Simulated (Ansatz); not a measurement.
Relaxation of `CCCCCCCCCCCCCCCCCCS` with RKS PBE-D4/def2-SVP.

```sh
$ ansatz run in.yaml --threads 2 --pin off --events-out ev --progress --plain --max-ram 22528MiB --backend cuda --devices 0, --max-vram 18GiB
```

```yaml
crystal:
  periodic: [false, false, false]
  atoms:
    - {symbol: C, position_ang: [-9.487460, 1.063030, -0.251420]}
    - {symbol: C, position_ang: [-8.032260, 1.017110, -0.701430]}
    - {symbol: C, position_ang: [-7.257210, -0.080190, 0.024840]}
    - {symbol: C, position_ang: [-5.823970, -0.259470, -0.477770]}
    - {symbol: C, position_ang: [-4.920550, 0.927400, -0.147860]}
    - {symbol: C, position_ang: [-3.488140, 0.754290, -0.655450]}
    - {symbol: C, position_ang: [-2.710120, -0.344690, 0.065110]}
    - {symbol: C, position_ang: [-1.251220, -0.390980, -0.383710]}
    - {symbol: C, position_ang: [-0.471580, -1.489130, 0.336090]}
    - {symbol: C, position_ang: [0.960900, -1.661380, -0.171780]}
    - {symbol: C, position_ang: [1.865710, -0.477200, 0.162070]}
    - {symbol: C, position_ang: [3.298400, -0.644120, -0.348430]}
    - {symbol: C, position_ang: [4.070760, -1.755040, 0.363320]}
    - {symbol: C, position_ang: [5.541710, -1.845220, -0.067000]}
    - {symbol: C, position_ang: [6.526190, -1.166520, 0.888210]}
    - {symbol: C, position_ang: [6.374040, 0.347680, 1.031030]}
    - {symbol: C, position_ang: [6.701730, 1.103700, -0.254600]}
    - {symbol: C, position_ang: [6.492010, 2.605480, -0.127950]}
    - {symbol: S, position_ang: [7.715200, 3.428540, 0.954960]}
    - {symbol: H, position_ang: [-10.024360, 1.853910, -0.770030]}
    - {symbol: H, position_ang: [-9.548430, 1.250250, 0.818620]}
    - {symbol: H, position_ang: [-9.982870, 0.117230, -0.460790]}
    - {symbol: H, position_ang: [-7.990060, 0.835190, -1.777900]}
    - {symbol: H, position_ang: [-7.570830, 1.986890, -0.509130]}
    - {symbol: H, position_ang: [-7.792070, -1.024390, -0.106140]}
    - {symbol: H, position_ang: [-7.237190, 0.140290, 1.094910]}
    - {symbol: H, position_ang: [-5.837210, -0.413880, -1.559820]}
    - {symbol: H, position_ang: [-5.412500, -1.160380, -0.018190]}
    - {symbol: H, position_ang: [-4.905370, 1.076810, 0.934930]}
    - {symbol: H, position_ang: [-5.335900, 1.829170, -0.602180]}
    - {symbol: H, position_ang: [-2.956880, 1.700000, -0.520830]}
    - {symbol: H, position_ang: [-3.510090, 0.539890, -1.726900]}
    - {symbol: H, position_ang: [-2.752070, -0.167840, 1.142820]}
    - {symbol: H, position_ang: [-3.171450, -1.313710, -0.131800]}
    - {symbol: H, position_ang: [-1.213320, -0.567380, -1.461510]}
    - {symbol: H, position_ang: [-0.790220, 0.578740, -0.188510]}
    - {symbol: H, position_ang: [-1.001720, -2.435790, 0.202320]}
    - {symbol: H, position_ang: [-0.450080, -1.272840, 1.407130]}
    - {symbol: H, position_ang: [1.373880, -2.564680, 0.280620]}
    - {symbol: H, position_ang: [0.945020, -1.809160, -1.254450]}
    - {symbol: H, position_ang: [1.884160, -0.333600, 1.245590]}
    - {symbol: H, position_ang: [1.449070, 0.426700, -0.286380]}
    - {symbol: H, position_ang: [3.819390, 0.304860, -0.213510]}
    - {symbol: H, position_ang: [3.274700, -0.855090, -1.420810]}
    - {symbol: H, position_ang: [3.585510, -2.706540, 0.142550]}
    - {symbol: H, position_ang: [4.012410, -1.602370, 1.443330]}
    - {symbol: H, position_ang: [5.652040, -1.432260, -1.070580]}
    - {symbol: H, position_ang: [5.828880, -2.897500, -0.123540]}
    - {symbol: H, position_ang: [6.412690, -1.617660, 1.877000]}
    - {symbol: H, position_ang: [7.542340, -1.382890, 0.548530]}
    - {symbol: H, position_ang: [5.357890, 0.587240, 1.351850]}
    - {symbol: H, position_ang: [7.058160, 0.678930, 1.817420]}
    - {symbol: H, position_ang: [6.060130, 0.750740, -1.064980]}
    - {symbol: H, position_ang: [7.738160, 0.908960, -0.539020]}
    - {symbol: H, position_ang: [5.498540, 2.840650, 0.254560]}
    - {symbol: H, position_ang: [6.622600, 3.092520, -1.094060]}
    - {symbol: H, position_ang: [7.262920, 2.925670, 2.100630]}
basis:
  gaussian: {orbitals: def2-SVP, fitting: {mean_field: def2-universal-jkfit}}
hamiltonian: {xc: pbe, dispersion: d4}
scf: {lower_state_search: "off"}
output: {orbitals: {seedname: orbitals}}
relax: {f_tol: 0.03, max_steps: 70}
```

It took 18 s on 2 threads of AMD EPYC 7R13 on a shared host and a share (18 GiB) of an NVIDIA H100 80GB HBM3.

Positions (Å) and forces (eV/Å) at steps 1, 2, 3, 4 of 7:

```xyz
57
step=1 energy=-30074.6594 eV
C    -9.487    1.063   -0.251    0.617    0.132   -0.316
C    -8.032    1.017   -0.701   -0.399   -0.497    0.638
C    -7.257   -0.080    0.025    0.372    0.295   -0.744
C    -5.824   -0.259   -0.478   -0.275    0.568    0.615
C    -4.921    0.927   -0.148    0.272   -0.562   -0.622
C    -3.488    0.754   -0.655   -0.380   -0.290    0.746
C    -2.710   -0.345    0.065    0.377    0.651   -0.750
C    -1.251   -0.391   -0.384   -0.383   -0.642    0.748
C    -0.472   -1.489    0.336    0.373    0.301   -0.743
C     0.961   -1.661   -0.172   -0.267    0.542    0.621
C     1.866   -0.477    0.162    0.272   -0.544   -0.615
C     3.298   -0.644   -0.348   -0.387   -0.293    0.735
C     4.071   -1.755    0.363    0.341    0.415   -0.742
C     5.542   -1.845   -0.067   -0.101    0.069    0.721
C     6.526   -1.167    0.888   -0.442    0.335   -0.310
C     6.374    0.348    1.031    0.394   -0.434   -0.638
C     6.702    1.104   -0.255   -0.381    0.319    0.640
C     6.492    2.605   -0.128    0.597   -0.319    0.315
S     7.715    3.429    0.955    0.470    0.536   -0.551
H   -10.024    1.854   -0.770   -0.468    0.500   -0.278
H    -9.548    1.250    0.819   -0.134    0.118    0.716
H    -9.983    0.117   -0.461   -0.401   -0.610   -0.098
H    -7.990    0.835   -1.778    0.099   -0.031   -0.655
H    -7.571    1.987   -0.509    0.318    0.591   -0.009
H    -7.792   -1.024   -0.106   -0.350   -0.542    0.034
H    -7.237    0.140    1.095   -0.051    0.045    0.672
H    -5.837   -0.414   -1.560    0.037   -0.178   -0.635
H    -5.412   -1.160   -0.018    0.274   -0.562    0.143
H    -4.905    1.077    0.935   -0.028    0.180    0.632
H    -5.336    1.829   -0.602   -0.274    0.560   -0.141
H    -2.957    1.700   -0.521    0.349    0.535   -0.032
H    -3.510    0.540   -1.727    0.047   -0.043   -0.657
H    -2.752   -0.168    1.143   -0.067    0.020    0.657
H    -3.171   -1.314   -0.132   -0.287   -0.616    0.007
H    -1.213   -0.567   -1.462    0.079   -0.025   -0.661
H    -0.790    0.579   -0.189    0.285    0.612   -0.006
H    -1.002   -2.436    0.202   -0.344   -0.527    0.035
H    -0.450   -1.273    1.407   -0.043    0.036    0.660
H     1.374   -2.565    0.281    0.279   -0.575    0.144
H     0.945   -1.809   -1.254    0.031   -0.174   -0.645
H     1.884   -0.334    1.246   -0.032    0.181    0.637
H     1.449    0.427   -0.286   -0.277    0.570   -0.138
H     3.819    0.305   -0.214    0.361    0.554   -0.028
H     3.275   -0.855   -1.421    0.052   -0.040   -0.643
H     3.586   -2.707    0.143   -0.327   -0.555    0.005
H     4.012   -1.602    1.443   -0.089    0.008    0.684
H     5.652   -1.432   -1.071    0.097    0.138   -0.674
H     5.829   -2.897   -0.124    0.189   -0.563   -0.151
H     6.413   -1.618    1.877    0.015   -0.327    0.555
H     7.542   -1.383    0.549    0.620   -0.147   -0.098
H     5.358    0.587    1.352   -0.583    0.215    0.273
H     7.058    0.679    1.817    0.270    0.258    0.444
H     6.060    0.751   -1.065   -0.340   -0.260   -0.511
H     7.738    0.909   -0.539    0.557   -0.136   -0.237
H     5.499    2.841    0.255   -0.652    0.146    0.053
H     6.623    3.093   -1.094   -0.009    0.348   -0.533
H     7.263    2.926    2.101   -0.273   -0.287    0.734
57
step=2 energy=-30074.9923 eV
C    -9.579    1.085   -0.253    0.296   -0.035   -0.074
C    -8.116    1.017   -0.696   -0.100   -0.122    0.154
C    -7.316   -0.082    0.014    0.090    0.146   -0.147
C    -5.868   -0.247   -0.469   -0.100    0.211    0.094
C    -4.956    0.948   -0.163    0.088   -0.207   -0.093
C    -3.510    0.782   -0.649   -0.080   -0.161    0.152
C    -2.720   -0.324    0.057    0.124    0.117   -0.154
C    -1.255   -0.412   -0.378   -0.132   -0.113    0.153
C    -0.465   -1.519    0.327    0.076    0.153   -0.158
C     0.980   -1.686   -0.160   -0.108    0.213    0.106
C     1.893   -0.495    0.151    0.115   -0.219   -0.105
C     3.339   -0.658   -0.338   -0.103   -0.134    0.146
C     4.121   -1.785    0.350    0.087    0.124   -0.171
C     5.604   -1.895   -0.059   -0.088    0.159    0.185
C     6.588   -1.187    0.886   -0.140    0.140   -0.147
C     6.429    0.334    1.026    0.083   -0.052   -0.184
C     6.722    1.128   -0.251    0.010    0.015    0.221
C     6.533    2.640   -0.118    0.077   -0.141    0.135
S     7.737    3.499    0.973    0.150    0.099   -0.226
H   -10.127    1.887   -0.776   -0.110    0.137   -0.084
H    -9.652    1.277    0.831   -0.059    0.037    0.212
H   -10.097    0.132   -0.458   -0.139   -0.172   -0.020
H    -8.067    0.842   -1.788    0.020    0.008   -0.218
H    -7.639    1.997   -0.518    0.101    0.187   -0.018
H    -7.851   -1.043   -0.116   -0.082   -0.178    0.008
H    -7.310    0.124    1.101   -0.036   -0.009    0.227
H    -5.871   -0.423   -1.562    0.022   -0.084   -0.210
H    -5.444   -1.156   -0.007    0.060   -0.166    0.047
H    -4.950    1.121    0.930   -0.025    0.088    0.206
H    -5.381    1.859   -0.622   -0.068    0.171   -0.049
H    -2.972    1.739   -0.515    0.082    0.176   -0.006
H    -3.517    0.581   -1.738    0.033    0.010   -0.222
H    -2.763   -0.155    1.150   -0.030   -0.009    0.228
H    -3.200   -1.304   -0.125   -0.115   -0.194    0.023
H    -1.213   -0.581   -1.471    0.034    0.007   -0.228
H    -0.774    0.567   -0.196    0.114    0.193   -0.022
H    -1.004   -2.476    0.194   -0.087   -0.173    0.007
H    -0.457   -1.317    1.416   -0.031   -0.012    0.222
H     1.402   -2.600    0.295    0.067   -0.170    0.048
H     0.974   -1.855   -1.254    0.024   -0.086   -0.211
H     1.901   -0.329    1.246   -0.020    0.085    0.209
H     1.468    0.419   -0.300   -0.063    0.166   -0.048
H     3.870    0.300   -0.197    0.087    0.166   -0.002
H     3.330   -0.848   -1.429    0.033    0.015   -0.216
H     3.618   -2.744    0.134   -0.099   -0.173   -0.007
H     4.053   -1.648    1.446   -0.027   -0.035    0.235
H     5.726   -1.509   -1.088    0.040    0.016   -0.224
H     5.896   -2.960   -0.105    0.042   -0.166   -0.017
H     6.488   -1.644    1.888    0.019   -0.069    0.176
H     7.621   -1.401    0.551    0.192   -0.054   -0.034
H     5.407    0.573    1.377   -0.174    0.057    0.115
H     7.119    0.681    1.817    0.086    0.084    0.150
H     6.060    0.777   -1.066   -0.105   -0.042   -0.167
H     7.761    0.926   -0.572    0.162   -0.057   -0.110
H     5.512    2.880    0.230   -0.182    0.066    0.003
H     6.669    3.133   -1.095    0.003    0.089   -0.163
H     7.255    3.034    2.144   -0.112   -0.102    0.273
57
step=3 energy=-30075.0299 eV
C    -9.585    1.089   -0.249    0.022    0.018   -0.020
C    -8.123    1.019   -0.701   -0.040   -0.026    0.041
C    -7.327   -0.083    0.011    0.023    0.012   -0.036
C    -5.877   -0.245   -0.470    0.005    0.002    0.029
C    -4.963    0.949   -0.162   -0.005   -0.007   -0.023
C    -3.514    0.784   -0.644   -0.023   -0.006    0.028
C    -2.723   -0.324    0.062    0.022    0.035   -0.040
C    -1.260   -0.408   -0.387   -0.019   -0.033    0.039
C    -0.470   -1.518    0.318    0.027    0.014   -0.024
C     0.979   -1.686   -0.163    0.017   -0.005    0.014
C     1.900   -0.499    0.153   -0.010    0.004   -0.010
C     3.350   -0.659   -0.328   -0.009   -0.006    0.029
C     4.130   -1.796    0.352    0.017    0.023   -0.017
C     5.617   -1.897   -0.051   -0.001   -0.013   -0.003
C     6.607   -1.179    0.884   -0.022    0.008    0.039
C     6.449    0.342    1.027    0.022   -0.033   -0.063
C     6.721    1.125   -0.262   -0.030    0.017    0.056
C     6.531    2.637   -0.122    0.007    0.008   -0.039
S     7.729    3.483    0.989   -0.006    0.016   -0.002
H   -10.139    1.893   -0.774   -0.006   -0.011    0.011
H    -9.662    1.287    0.842    0.005   -0.003   -0.023
H   -10.116    0.132   -0.447    0.017    0.021    0.004
H    -8.077    0.847   -1.801   -0.003   -0.001    0.025
H    -7.638    2.006   -0.531   -0.013   -0.021   -0.002
H    -7.861   -1.051   -0.124    0.000    0.018   -0.001
H    -7.333    0.110    1.109    0.002   -0.001   -0.034
H    -5.872   -0.435   -1.569   -0.004    0.010    0.031
H    -5.454   -1.162   -0.005    0.003    0.005   -0.007
H    -4.967    1.138    0.937    0.002   -0.009   -0.030
H    -5.387    1.866   -0.626    0.002   -0.008    0.006
H    -2.976    1.749   -0.506   -0.003   -0.014    0.001
H    -3.510    0.595   -1.743   -0.003    0.001    0.031
H    -2.762   -0.158    1.164    0.005    0.000   -0.026
H    -3.211   -1.310   -0.108    0.016    0.021    0.004
H    -1.220   -0.574   -1.489   -0.006    0.000    0.026
H    -0.771    0.578   -0.216   -0.015   -0.020   -0.004
H    -1.010   -2.481    0.179    0.007    0.014   -0.002
H    -0.474   -1.331    1.417    0.001   -0.001   -0.031
H     1.397   -2.608    0.295   -0.001    0.004   -0.006
H     0.984   -1.868   -1.263   -0.002    0.007    0.027
H     1.896   -0.320    1.254    0.003   -0.008   -0.028
H     1.479    0.424   -0.301   -0.001   -0.002    0.004
H     3.883    0.303   -0.170   -0.011   -0.013    0.003
H     3.357   -0.825   -1.431    0.001    0.000    0.041
H     3.624   -2.758    0.123    0.015    0.013   -0.008
H     4.052   -1.682    1.459    0.004   -0.006   -0.033
H     5.742   -1.534   -1.097   -0.010   -0.016    0.035
H     5.912   -2.968   -0.083    0.008    0.011    0.011
H     6.522   -1.634    1.897    0.001   -0.010   -0.020
H     7.645   -1.397    0.544   -0.023    0.004   -0.001
H     5.429    0.586    1.406    0.027   -0.005   -0.018
H     7.154    0.698    1.811   -0.011   -0.010   -0.031
H     6.039    0.777   -1.070    0.011   -0.003    0.022
H     7.756    0.916   -0.613   -0.045    0.009    0.017
H     5.498    2.886    0.203    0.038   -0.013   -0.008
H     6.683    3.136   -1.101    0.004    0.010    0.019
H     7.213    3.035    2.167   -0.011   -0.004   -0.003
57
step=4 energy=-30075.0324 eV
C    -9.587    1.092   -0.249    0.013   -0.003    0.001
C    -8.127    1.019   -0.701   -0.003    0.001   -0.002
C    -7.328   -0.083    0.007   -0.004   -0.003    0.005
C    -5.877   -0.245   -0.470    0.000    0.006   -0.005
C    -4.964    0.949   -0.163    0.000   -0.007    0.005
C    -3.514    0.785   -0.641    0.007    0.002   -0.006
C    -2.719   -0.321    0.062   -0.001   -0.004    0.006
C    -1.258   -0.409   -0.388    0.002    0.004   -0.007
C    -0.466   -1.519    0.314   -0.008   -0.007    0.004
C     0.985   -1.686   -0.162   -0.001    0.011   -0.002
C     1.902   -0.499    0.159    0.002   -0.009    0.005
C     3.354   -0.657   -0.316    0.009    0.009    0.001
C     4.131   -1.801    0.353    0.000   -0.001   -0.001
C     5.618   -1.904   -0.048   -0.010    0.003    0.001
C     6.606   -1.182    0.884    0.002    0.014   -0.013
C     6.449    0.340    1.021    0.001    0.014    0.006
C     6.714    1.128   -0.264    0.004   -0.019   -0.001
C     6.530    2.641   -0.127   -0.010   -0.003   -0.005
S     7.722    3.487    0.991   -0.008   -0.007    0.017
H   -10.142    1.896   -0.773    0.006   -0.007    0.004
H    -9.661    1.291    0.842    0.001    0.000   -0.008
H   -10.118    0.136   -0.443    0.003    0.007    0.002
H    -8.084    0.847   -1.801   -0.002    0.001    0.007
H    -7.641    2.005   -0.533   -0.002   -0.007   -0.002
H    -7.862   -1.051   -0.129    0.003    0.006   -0.001
H    -7.335    0.108    1.105   -0.001   -0.001   -0.008
H    -5.870   -0.435   -1.568    0.001    0.002    0.008
H    -5.453   -1.162   -0.005   -0.005    0.008   -0.001
H    -4.970    1.138    0.936   -0.001   -0.002   -0.008
H    -5.388    1.866   -0.626    0.006   -0.008    0.001
H    -2.978    1.751   -0.502   -0.004   -0.006    0.001
H    -3.509    0.598   -1.739    0.000    0.001    0.008
H    -2.756   -0.155    1.163    0.002    0.000   -0.007
H    -3.208   -1.307   -0.106    0.003    0.006    0.002
H    -1.221   -0.575   -1.489   -0.002    0.000    0.007
H    -0.768    0.576   -0.218   -0.002   -0.006   -0.002
H    -1.004   -2.482    0.172    0.003    0.006   -0.001
H    -0.472   -1.334    1.413    0.000   -0.001   -0.009
H     1.402   -2.609    0.295   -0.007    0.009   -0.002
H     0.993   -1.865   -1.262    0.002    0.003    0.009
H     1.895   -0.323    1.260   -0.001   -0.003   -0.008
H     1.482    0.426   -0.293    0.005   -0.009    0.002
H     3.886    0.304   -0.149   -0.008   -0.011    0.003
H     3.364   -0.813   -1.420    0.001    0.003    0.011
H     3.625   -2.760    0.114    0.004    0.009   -0.008
H     4.053   -1.697    1.461    0.003   -0.009   -0.010
H     5.743   -1.546   -1.095   -0.003   -0.007    0.008
H     5.914   -2.975   -0.075   -0.004    0.006    0.010
H     6.525   -1.636    1.896   -0.001    0.010   -0.009
H     7.643   -1.400    0.542   -0.006    0.000    0.001
H     5.431    0.584    1.404    0.009   -0.002    0.000
H     7.156    0.696    1.801   -0.002   -0.003   -0.006
H     6.030    0.781   -1.071    0.002    0.005    0.004
H     7.747    0.918   -0.620   -0.007    0.000   -0.002
H     5.497    2.892    0.194    0.008    0.001   -0.003
H     6.688    3.142   -1.105    0.002   -0.011    0.007
H     7.196    3.038    2.165    0.001    0.005   -0.010
```

Single mean-field runs in def2-SVP are fitted with def2-universal-jkfit.
